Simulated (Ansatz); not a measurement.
In(Cl) cation (ClIn), SMILES [Cl][In] (connectivity only; charge and spin as stated), charge +1, multiplicity 2.

Geometry: B3LYP-D3(BJ)/def2-TZVP. The spin state was assumed, not searched. The def2 effective core potentials stand for the cores of In; spin–orbit coupling is left out.

Two levels are set side by side: PBE/def2-TZVPD (Ansatz, a program for electronic structure) and CAM-B3LYP/def2-TZVPD (Ansatz). Energy differences of separate SCF runs at the same geometry; the states with an electron removed or added have multiplicity 1 and 1. Differences are taken from unrounded values.

| quantity | PBE |
|---|---|
| vertical ionisation energy (eV) | 17.00 |
| vertical electron affinity (eV) | 9.41 |

Q: These are the PBE values. What does CAM-B3LYP give? (An estimate is asked for; the answer gives what the named calculation found.)

A: 
| quantity | CAM-B3LYP | PBE minus CAM-B3LYP |
|---|---|---|
| vertical ionisation energy (eV) | 17.25 | -0.25 |
| vertical electron affinity (eV) | 9.59 | -0.18 |

Here PBE gives about what the other level gives.
